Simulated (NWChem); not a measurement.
System: C$_{3}$H$_{6}$Si; SMILES C=C=C[SiH3]

```xyz
10

C      0.3690    -2.3912     0.0000
C     -0.2172    -1.2221     0.0000
C     -0.7803    -0.0391     0.0000
Si     0.2113     1.5514     0.0000
H      0.6217    -2.8993     0.9280
H      0.6217    -2.8993    -0.9280
H     -1.8716     0.0183     0.0000
H     -0.1104     2.3715    -1.2011
H     -0.1104     2.3715     1.2011
H      1.6615     1.2322     0.0000
```
Atoms are numbered in this order, from 1.

Results from NWChem. Medium grid unless said otherwise, to which SCAN and Minnesota functionals are sensitive. All runs use the structure optimised with B3LYP/6-31G* (spherical d).

Question: Predict the results for r2SCAN/def2-TZVP. Quantities: highest occupied level (eV); orbital gap (eV); dipole (D).

Answer: 
| Quantity | Result |
|---|---|
| highest occupied level (eV) | -6.60 |
| orbital gap (eV) | 5.57 |
| dipole (D) | 0.59 |
